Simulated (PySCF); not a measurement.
## From a computed spectrum to the compound

A species of 5 atoms with charge 0 has these harmonic modes (PBE0, small Gaussian bases with core potentials, PySCF 2.14.0):

```json
{"cm⁻¹": "46", "km/mol": "9.7"}
{"cm⁻¹": "79", "km/mol": "25.0"}
{"cm⁻¹": "97", "km/mol": "0.0"}
{"cm⁻¹": "250", "km/mol": "11.4"}
{"cm⁻¹": "270", "km/mol": "62.9"}
{"cm⁻¹": "326", "km/mol": "42.5"}
{"cm⁻¹": "357", "km/mol": "1.3"}
{"cm⁻¹": "2682", "km/mol": "4.4"}
{"cm⁻¹": "2682", "km/mol": "25.7"}
```

**Question.** Which species is it, and in which structure?

**Answer.** Nd(SH)2 (singlet in the valence; each metal's 4f electrons, 4 of them, lie in its core potential, out of spins and levels):
```xyz
5

Nd    0.0000    0.0000   -0.4240
S     2.4148   -0.1441    0.9468
H     3.1621   -0.1971   -0.1822
S    -2.4148    0.1441    0.9468
H    -3.1621    0.1971   -0.1822
```
Ideal gas at 298.15 K and 1 bar: S = 376.5 J/(mol K), Cp = 85.8 J/(mol K), H − H(0 K) = 20.5 kJ/mol (rigid rotor, harmonic modes, spin degeneracy alone, that of the 4f electrons in the core included; the modes under 60 cm⁻¹ make these uncertain). An lcecp potential fixes the number of 4f electrons, so in runs with it no electron can move into or out of that shell; real Nd(II) is rare or takes another configuration.
 The answer isn't unique; the calculation gave this one.
